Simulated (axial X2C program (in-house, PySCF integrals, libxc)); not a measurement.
# IF: cheaper levels and CCSD(T), two-component

Calculated with an in-house all-electron X2C program for linear molecules (integrals from PySCF). Two-component (2c) means X2C with spin–orbit coupling and atomic mean-field two-electron Coulomb and Gaunt terms. Basis: I dyall-cv3z [11s12p8d4f1g], F dyall-av3z [7s6p3d2f] (cores contracted in-house); Gaussian nuclei, density fitting, unrestricted open shells. Masses: I 126.904 u, F 18.998 u.

State: Ω = 0 (closed shell); fragments I + F.

| level | Re (Å) | ωe (cm⁻¹) | De (eV) |
| --- | --- | --- | --- |
| PBE0 | 1.914 | 617.1 | 2.74 |
| HF | 1.876 | 682.2 | 0.621 |
| MP2 | 1.922 | 611.4 | 3.00 |
| CCSD | 1.913 | 621.9 | 2.56 |
| TPSS | 1.940 | 583.4 | 3.07 |

Correlated methods: 14 electrons correlated (number of frozen shells: I 4 s, 3 p, 2 d; F 1 s), 244 virtual spin orbitals or spinors in MP2, 90 natural virtuals in coupled cluster.

CCSD(T), same Hamiltonian and basis:

Re = 1.924 Å, ωe = 602.3 cm⁻¹, De = 2.71 eV; T1 = 0.013 (Lee–Taylor normalisation).

(1) Give the differences from CCSD(T) in the columns below.

The state is a single determinant with fixed occupations, the lowest that a limited PBE0 search found. Closed shells are restricted here (equal orbitals for both partners); the stretched side of such a curve lies too high. Dissociation energies refer to the lowest single-determinant-based atoms at the same level and basis. CCSD and (T) use frozen natural virtuals with an MP2 correction for the truncation; (T) itself is uncorrected, so its De runs slightly low. In 2c an atomic determinant is not the ground J level, so De misses part of the atomic spin–orbit lowering. This holds for PBE0, TPSS. The functionals have no current-density term, which raises determinants with orbital currents, atoms included.

## Answers

(1) 

```
level  ΔRe (Å)  Δωe (cm⁻¹)  ΔDe (eV)
 PBE0   -0.010          15      0.03
   HF   -0.048          80     -2.09
  MP2   -0.002           9      0.29
 CCSD   -0.011          20     -0.15
 TPSS    0.016         -19      0.36
```
